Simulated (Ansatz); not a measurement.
`[InH2][CH]1BO1` + `C[SeH]` → `C[Se][InH2]` + `B1CO1`  (ligand exchange at the In–C bond)

Calculated with Ansatz (gas phase, PBE0-D4/def2-TZVP geometries, no zero-point term in ΔE). CCSD(T)/CBS is the MP2 limit (def2-TZVPP, def2-QZVPP) plus CCSD(T) − MP2 in def2-TZVPP, frozen cores. DFT in def2-TZVPP. HSE06 is defined as in plane-wave codes. def2 core potentials past Kr. For In, Se outer-core shells are correlated without core-valence functions, which leaves a few kJ/mol of doubt a bond. Scalar relativity is left out up to krypton.

`[InH2][CH]1BO1`:

Cartesian coordinates in Å:
```
In -0.271 0.481 -1.530
C 0.366 0.301 0.510
B -0.122 -0.746 1.488
O 1.038 -1.024 0.913
H -0.421 -0.953 -2.470
H -0.653 2.050 -2.133
H 0.907 1.143 0.944
H -0.846 -1.251 2.278
```

`C[SeH]`:

Cartesian coordinates in Å:
```
C 0.457 0.010 0.298
Se -0.950 0.785 -0.805
H 0.040 -0.409 1.211
H 1.126 0.831 0.552
H 1.008 -0.744 -0.259
H -1.682 -0.473 -0.998
```

`C[Se][InH2]`:

```xyz
8

C     1.503   -0.157   -0.028
Se    0.198    0.553   -1.311
In   -1.908    0.223   -0.020
H     2.215    0.632    0.208
H     1.009   -0.489    0.883
H     2.020   -0.994   -0.492
H    -1.671   -0.481    1.530
H    -3.367    0.713   -0.770
```

`B1CO1`:

```xyz
6

B     0.599    0.378    0.504
C    -0.425   -0.421   -0.266
O     0.039    0.979   -0.539
H     1.405    0.642    1.329
H    -1.470   -0.464    0.028
H    -0.148   -1.113   -1.056
```

| level | ΔE (kcal/mol) |
| --- | --- |
| LDA (SPW92) | -32.0 |
| HSE06-D4 | -33.0 |
| B2PLYP | -32.3 |
| HF/def2-TZVPP | -34.9 |
| MP2/def2-TZVPP | -31.9 |
| CCSD(T)/def2-TZVPP | -31.0 |
| HF/def2-QZVPP | -34.7 |
| SCS-MP2/def2-QZVPP | -32.1 |

**Question.** What does CCSD(T)/CBS give? (An estimate is asked.)

**Answer.** Computed: -32.6 kcal/mol. The listed levels differ from it by 0.6, -0.4, 0.3, -2.3, 0.7, 1.6, -2.1, 0.5 kcal/mol.

**Question.** What do rigid-rotor, harmonic-oscillator terms from PBE0-D4/def2-TZVP frequencies (298.15 K, 1 bar) make of the CCSD(T)/CBS value? (Best estimate.)

**Answer.** Computed: ΔZPE = +2.7 kcal/mol, ΔH = -30.0 kcal/mol, ΔS = 2 J/(mol·K), ΔG = -30.1 kcal/mol.

Largest T1 diagnostic among the species: 0.016.

Leaving LDA and LC-ωPBE aside and taking each functional with its dispersion term where it has one, the values, not all of them listed here, spread over 3.0 kcal/mol, from BHLYP-D4 to revPBE-D4. In def2-TZVPP, CCSD(T) changes the Hartree–Fock value by +3.9 kcal/mol (the triples alone add +0.3 kcal/mol) and MP2 by +3.0 kcal/mol. From PBE to PBE0 (25 % exact exchange), in def2-TZVPP and without D4, ΔE moves by −1.0 kcal/mol.
